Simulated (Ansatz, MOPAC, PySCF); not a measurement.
Dimer: H2S (SMILES S) (first 3 atoms) with CH3I (SMILES CI); geometry from B3LYP-D3(BJ)/def2-TZVP, rigid monomers moved along the line of their centres of mass till H3···I5 is 3.49 Å.
(charge 0, multiplicity 1):
```xyz
8

S     -0.144    -0.466    -0.681
H     -0.549    -1.740    -0.806
H     -0.899    -0.276     0.416
C      1.075    -1.233     3.392
I     -0.995    -0.845     3.862
H      1.298    -2.239     3.730
H      1.176    -1.136     2.316
H      1.667    -0.495     3.921
```

Interaction energies are E(AB) − E(A) − E(B) at the monomers' geometry in the complex; basis-set methods are counterpoise corrected.

The state that PM3 reach isn't checked.

Codes used: Ansatz (Gaussian basis) for Hartree–Fock, density functionals and correlated methods; MOPAC for PM3 (differences of heats of formation); PySCF for the dispersion terms. Values without a source in brackets are computed. In def2 rows elements past Kr take small-core potentials, without spin–orbit coupling.

**Question.** Predict the interaction energy from PBE-D4/def2-TZVPPD.

**Answer.** -108 meV

**Question.** Give the interaction energy at the level PM3.

**Answer.** -4 meV

**Question.** What interaction energy does PBE/def2-TZVPPD give?

**Answer.** -69 meV

Ansatz is a quantum-chemistry and plane-wave program.
